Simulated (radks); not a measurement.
Values are calculated unless marked as measured or tabulated.
Task: O-, 9 electrons, occupied as [He] 2s2 2p5. Code: a radial shooting solver on a logarithmic mesh with Libxc functionals. Model: non-relativistic Kohn-Sham, PBEsol, spin-polarised, spherical densities, point nucleus; open shells are filled with parallel spins first; Watson sphere of charge +1 and radius 2.52 bohr. Some entries of the table are withheld. Estimate them.

orbital  occ.  eigenvalue (eV)  r(max) (bohr)
1s up       1        -508.1492         0.1296
1s down     1        -507.5718         0.1296
2s up       1              (1)         0.8831
2s down     1              (2)         0.8889
2p up       3          -7.3255            (3)
2p down     2          -6.0594            (4)

Result: 
(1) 2s up eigenvalue (eV): -21.7407
(2) 2s down eigenvalue (eV): -20.3300
(3) 2p up r(max) (bohr): 0.8442
(4) 2p down r(max) (bohr): 0.8611
